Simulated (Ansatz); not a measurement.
The cluster H₃Au₃⁺. The state is a doublet with charge 1. Geometry PBE0-D4/def2-TZVP, basis def2-TZVP, Ansatz.

```xyz
6

Au    0.574   -1.383   -1.527
Au   -0.423    0.224    0.484
Au   -0.763    2.651    1.567
H    -1.643    1.314    1.209
H     2.113   -1.457   -1.899
H     0.142   -1.349    0.167
```

```tsv
run	HOMO (eV)	LUMO (eV)
A	-11.90	-9.28
B	-11.14	-10.11
C	-10.91	-10.31
D	-12.85	-8.22
E	-10.83	-10.20
F	-14.36	-6.87
```

In the def2 sets Au takes a core potential; there is no spin–orbit coupling. LC-ωPBE has ω = 0.4 bohr⁻¹. The structure comes from a short search, and lower isomers may exist.

HOMO and LUMO are taken over both spins.

Task: The runs used BHLYP, LC-ωPBE, PBE, PBE0, r2SCAN, revPBE. Estimate which is which.

Result: A PBE0 (25 % exact exchange); B r2SCAN (0 % exact exchange); C PBE (0 % exact exchange); D BHLYP (50 % exact exchange); E revPBE (0 % exact exchange); F LC-ωPBE (range-separated). Exact exchange lowers occupied and raises empty levels; among semilocal functionals meta-GGAs tend to open the gap a little, and such runs are hard to tell apart. The gap grows from 0.61 eV (PBE) to 7.49 eV (LC-ωPBE).
